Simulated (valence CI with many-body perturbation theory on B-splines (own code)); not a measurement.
E1 transitions of Tb XXXV

Method: configuration interaction combined with many-body perturbation theory (CI+MBPT): three valence electrons over a frozen Dirac-Fock core [Ar] 3d10, a basis of 11 s, 11 p, 9 d, 7 f, 5 g, 2 h, 1 i functions for each j, with the one-electron correlation potential Σ1, the two-electron term Σ2, the three-electron term Σ3, Breit, model QED; selected CI, second order for the rest (own B-spline code, finite nucleus).

No measured spectrum was set against this ion. As an estimate, large intervals hold to a few tenths of a per cent, small ones and those within an open d or f shell to about a per cent.

Lines 151 to 200 of 273 in falling wavelength, among levels below 411.08 eV, chosen from the strongest by gf and those to the six lowest levels. Wavelengths and rates use the calculated energies. Electric multipoles are in the length gauge, E1 and E2 with the static RPA response of the core. Weak lines are less certain than strong ones. Lines between different terms over intervals too small for the method are left out, as are lines whose strength nearly cancels. Where a level lies close to another of its J and parity, the split of strength between their lines is uncertain. The highest levels of a list are the least certain.

Levels are named by their leading jj configuration (3d3/2^4 stands for four electrons in 3d with j = 3/2), which in mixed levels can hold well under half, so a name can repeat and another be missing. Letters in brackets count levels of one name in rising energy.

```
λ vac (nm)                          Upper                       Lower   A (s⁻¹)  log gf  Branch %
     8.752             (4s^2 4f5/2) J=5/2          (4s^2 4d5/2) J=5/2  1.18e+11   -0.09      17.4
     8.742         (4s 4p1/2 4f5/2) J=3/2  (4s 4p1/2 4d3/2) J=3/2 [b]  3.11e+10   -0.85      12.3
     8.738             (4s^2 4f7/2) J=7/2          (4s^2 4d5/2) J=5/2  5.25e+11    0.68      97.3
     8.705         (4s 4p1/2 4f5/2) J=3/2      (4s 4p1/2 4d3/2) J=1/2  7.95e+10   -0.44      31.4
     8.699     (4s 4p1/2 4f7/2) J=7/2 [a]       (4p1/2 4p3/2^2) J=5/2  6.26e+10   -0.25      22.9
     8.696     (4s 4p1/2 4f5/2) J=5/2 [a]       (4p1/2 4p3/2^2) J=3/2  5.77e+10   -0.41      18.4
     8.693         (4s 4p1/2 4f7/2) J=5/2  (4s 4p1/2 4d5/2) J=5/2 [b]  6.68e+10   -0.34      11.5
     8.691     (4s 4p1/2 4f5/2) J=5/2 [b]  (4s 4p1/2 4d3/2) J=3/2 [b]  1.38e+11   -0.03      49.2
     8.649            (4p3/2^3) J=3/2 [b]          (4s 4p3/2^2) J=1/2  1.61e+11   -0.14      19.7
     8.627         (4s 4p3/2 4d5/2) J=1/2          (4s^2 4d3/2) J=3/2  5.76e+10   -0.89      14.3
     8.571     (4s 4p3/2 4d5/2) J=7/2 [a]          (4s 4p3/2^2) J=5/2  3.09e+11    0.44      82.2
     8.564             (4s^2 4f5/2) J=5/2          (4s 4p3/2^2) J=3/2  3.87e+11    0.41      57.1
     8.544  (4p1/2 4p3/2 4d5/2) J=7/2 [b]      (4s 4p1/2 4d3/2) J=5/2  7.75e+10   -0.17      33.2
     8.540     (4s 4p3/2 4d5/2) J=7/2 [b]          (4s 4p3/2^2) J=5/2  4.24e+10   -0.43      29.1
     8.487          (4p1/2 4p3/2^2) J=1/2  (4s 4p1/2 4p3/2) J=3/2 [a]  5.95e+09   -1.89       2.2
     8.474     (4s 4p1/2 4d5/2) J=5/2 [b]      (4s 4p1/2 4p3/2) J=5/2  3.20e+09   -1.68       1.2
     8.455     (4s 4p3/2 4d5/2) J=5/2 [b]          (4s^2 4d3/2) J=3/2  4.42e+11    0.45      62.8
     8.450  (4p1/2 4p3/2 4d5/2) J=5/2 [b]      (4s 4p1/2 4d3/2) J=5/2  1.86e+10   -0.92       4.6
     8.404  (4p1/2 4p3/2 4d5/2) J=5/2 [a]  (4s 4p1/2 4d3/2) J=3/2 [a]  3.67e+10   -0.63      12.2
     8.257         (4s 4p1/2 4d5/2) J=3/2      (4s 4p1/2 4p3/2) J=5/2  2.14e+07   -4.06       0.0
     8.224  (4p1/2 4p3/2 4d5/2) J=5/2 [b]  (4s 4p1/2 4d3/2) J=3/2 [a]  7.26e+10   -0.35      18.1
     8.192     (4s 4p1/2 4f7/2) J=7/2 [a]      (4s 4p1/2 4d3/2) J=5/2  1.70e+11    0.14      62.4
     8.109     (4s 4p1/2 4d5/2) J=5/2 [b]  (4s 4p1/2 4p3/2) J=3/2 [a]  5.22e+08   -2.51       0.2
     8.084     (4s 4p1/2 4f5/2) J=5/2 [a]  (4s 4p1/2 4d3/2) J=3/2 [a]  1.83e+11    0.03      58.2
     7.995     (4s 4p1/2 4f5/2) J=5/2 [b]      (4s 4p1/2 4d3/2) J=5/2  7.90e+10   -0.34      28.1
     7.954     (4s 4p1/2 4f7/2) J=7/2 [b]      (4s 4p1/2 4d3/2) J=5/2  3.84e+10   -0.54      11.6
     7.943             (4s^2 4f5/2) J=5/2          (4s^2 4d3/2) J=3/2  1.36e+11   -0.11      20.2
     7.910         (4s 4p1/2 4d5/2) J=3/2  (4s 4p1/2 4p3/2) J=3/2 [a]  2.42e+10   -1.04       4.5
     7.833         (4s 4p1/2 4f5/2) J=3/2  (4s 4p1/2 4d3/2) J=3/2 [a]  7.15e+10   -0.58      28.3
     7.673     (4s 4p1/2 4d3/2) J=3/2 [a]          (4s 4p1/2^2) J=1/2  1.53e+10   -1.27      47.9
     7.657     (4s 4p3/2 4d3/2) J=3/2 [a]  (4s 4p1/2 4p3/2) J=3/2 [b]  2.49e+09   -2.06       0.6
     7.646     (4s 4p3/2 4d3/2) J=5/2 [a]  (4s 4p1/2 4p3/2) J=3/2 [b]  4.34e+08   -2.64       0.1
     7.639     (4s 4p3/2 4d3/2) J=1/2 [a]  (4s 4p1/2 4p3/2) J=3/2 [b]  8.51e+09   -1.83       2.0
     7.514     (4s 4p1/2 4f7/2) J=7/2 [c]      (4s 4p1/2 4d3/2) J=5/2  4.24e+10   -0.54      13.0
     7.396            (4p3/2^3) J=3/2 [a]  (4s 4p1/2 4p3/2) J=3/2 [b]  8.26e+09   -1.57       3.8
     7.343         (4s 4p1/2 4f7/2) J=5/2      (4s 4p1/2 4d3/2) J=5/2  2.82e+10   -0.86       4.9
     7.319     (4s 4p3/2 4d3/2) J=3/2 [b]      (4s 4p1/2 4p3/2) J=1/2  2.69e+11   -0.06      43.2
     7.223     (4s 4p3/2 4d3/2) J=3/2 [a]      (4s 4p1/2 4p3/2) J=5/2  7.99e+10   -0.60      18.2
     7.213     (4s 4p3/2 4d3/2) J=5/2 [a]      (4s 4p1/2 4p3/2) J=5/2  3.02e+11    0.15      57.7
     7.193     (4s 4p3/2 4d3/2) J=3/2 [b]  (4s 4p1/2 4p3/2) J=3/2 [b]  1.93e+11   -0.22      31.1
     7.193          (4p1/2 4p3/2^2) J=3/2          (4s 4p1/2^2) J=1/2  1.10e+11   -0.47      38.2
     7.150     (4s 4p3/2 4d5/2) J=5/2 [a]  (4s 4p1/2 4p3/2) J=3/2 [b]  2.90e+09   -1.88       1.2
     7.150         (4s 4p3/2 4d3/2) J=7/2      (4s 4p1/2 4p3/2) J=5/2  4.22e+11    0.41      96.5
     7.143  (4p1/2 4p3/2 4d3/2) J=5/2 [b]       (4p1/2^2 4p3/2) J=3/2  4.63e+11    0.33      80.2
     7.106  (4p1/2 4p3/2 4d3/2) J=3/2 [b]       (4p1/2^2 4p3/2) J=3/2  4.04e+11    0.09      73.1
     7.076     (4s 4p3/2 4d3/2) J=5/2 [b]  (4s 4p1/2 4p3/2) J=3/2 [b]  3.75e+11    0.23      80.9
     7.066             (4s^2 4d3/2) J=3/2          (4s^2 4p1/2) J=1/2  4.67e+11    0.15      93.7
     6.990            (4p3/2^3) J=3/2 [a]      (4s 4p1/2 4p3/2) J=5/2  1.30e+10   -1.42       6.0
     6.987         (4s 4p1/2 4d3/2) J=1/2          (4s 4p1/2^2) J=1/2  6.02e+11   -0.06      95.8
     6.985  (4p1/2 4p3/2 4d3/2) J=1/2 [b]       (4p1/2^2 4p3/2) J=3/2  5.24e+11   -0.12      73.4
```
